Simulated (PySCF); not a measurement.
Bond curve of RuN

Set-up: basis Ru def2-TZVPPD with ECP28, N def2-TZVPPD; scalar-relativistic core potentials; PySCF 2.14. Energies in eV from Ru (4d7 5s1) + N in their ground configurations at the same level. State: ²Σ⁺ (doublet), unpaired electrons σ ↑.

| R (Å) | revPBE | r²SCAN0 | PBE |
| --- | --- | --- | --- |
| 1.323 | -2.547 | -1.285 | -3.037 |
| 1.385 | -4.056 | -2.595 | -4.529 |
| 1.447 | -4.960 | -3.315 | -5.417 |
| 1.493 | -5.335 | -3.560 | -5.781 |
| 1.539 | -5.509 | -3.610 | -5.944 |
| 1.585 | -5.526 | -3.508 | -5.950 |
| 1.647 | -5.362 | -3.197 | -5.772 |
| 1.724 | -4.948 | -2.605 | -5.342 |
| 1.816 | -4.271 | -1.740 | -4.646 |
| 1.939 | -3.269 | -0.477 | -3.612 |

Q: Put a parabola through the three lowest points of the revPBE curve and estimate Re, k and ωe (reduced mass 12.31 u; 1 eV/Å² = 0.16022 mdyn/Å; ωe = 1302.8·√(k/μ) cm⁻¹).

A: Through R = 1.539, 1.585, 1.647 Å the second-order coefficient is 27.9 eV/Å², so Re ≈ 1.569 Å, k ≈ 8.94 mdyn/Å and ωe ≈ 1111 cm⁻¹. A polynomial fit of higher order to the unrounded revPBE energies gives Re = 1.567 Å, k = 10.2 mdyn/Å, ωe = 1184 cm⁻¹; anharmonicity and rounding make the difference.

The higher-order fit for each curve: revPBE: Re = 1.567 Å, ωe = 1184 cm⁻¹, De = 5.54 eV; r²SCAN0: Re = 1.529 Å, ωe = 1282 cm⁻¹, De = 3.61 eV; PBE: Re = 1.563 Å, ωe = 1195 cm⁻¹, De = 5.96 eV.

The metal atom is held in its measured ground configuration; semilocal functionals can put another filling of s and d lower by some tenths of an eV, and De to that atom would be smaller. ⟨S²⟩ of the unrestricted solution departs from its pure value on part of the curve, where spin states mix. Spin–orbit coupling is left out, which matters for elements this heavy, above all for dissociation energies. The state is the lowest single determinant that the PBE0 search found; with open d or f shells the true ground state can be another one.
